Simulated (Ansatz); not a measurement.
Computed with Ansatz on PBE0-D4/def2-TZVP structures; ΔE is electronic, products minus reactants. CCSD(T)/CBS is the MP2 limit (def2-TZVPP, def2-QZVPP) plus CCSD(T) − MP2 in def2-TZVPP, frozen cores. This one scheme is used for every species. DFT in def2-TZVPP. Each species was taken in one conformer, which may not be the lowest.

Reaction (ligand exchange at the Al–C bond): `C=[CH][AlH][F]` + H₂S → `[F][AlH][SH]` + `C=C`

`C=[CH][AlH][F]`:

```xyz
8

C     0.591    0.599    1.100
C    -0.448    0.485    0.268
Al   -0.322   -0.803   -1.158
F    -1.571   -0.998   -2.222
H     1.487   -0.010    0.987
H     0.609    1.298    1.934
H    -1.308    1.129    0.446
H     0.960   -1.700   -1.354
```

H₂S:

Cartesian coordinates in Å:
```
S 0.099 0.593 0.148
H -0.472 -0.020 -0.899
H 0.374 -0.573 0.750
```

`[F][AlH][SH]`:

Z-matrix (Å, degrees):
```
Al
F 1 1.645
S 1 2.169 2 116.3
H 1 1.569 2 119.8 3 -180.0
H 3 1.345 1 91.6 2 179.9
```

`C=C`:

Z-matrix (Å, degrees):
```
C
C 1 1.323
H 1 1.085 2 121.7
H 1 1.085 2 121.7 3 -180.0
H 2 1.085 1 121.7 3 -0.0
H 2 1.085 1 121.7 3 -180.0
```

```json
{"level": "PBE0", "ΔE (eV)": "-1.10"}
{"level": "CCSD/def2-SVP", "ΔE (eV)": "-1.06"}
```

(1) What does CCSD(T)/CBS give? (Best estimate.)

Largest T1 diagnostic among the species: 0.012.

Results:

(1) The calculation gave: -1.10 eV. The listed levels differ from it by 0.00, 0.04 eV.

From BLYP to BHLYP (50 % exact exchange), in def2-TZVPP and without D4, ΔE moves by −0.04 eV. Leaving LDA and LC-ωPBE aside and taking each functional with its dispersion term where it has one, the values, not all of them listed here, spread over 0.08 eV, from r2SCAN0-D4 to BLYP-D4. At CCSD(T), def2-SVP lies +0.04 eV from the extrapolated value and def2-TZVPP +0.03 eV.
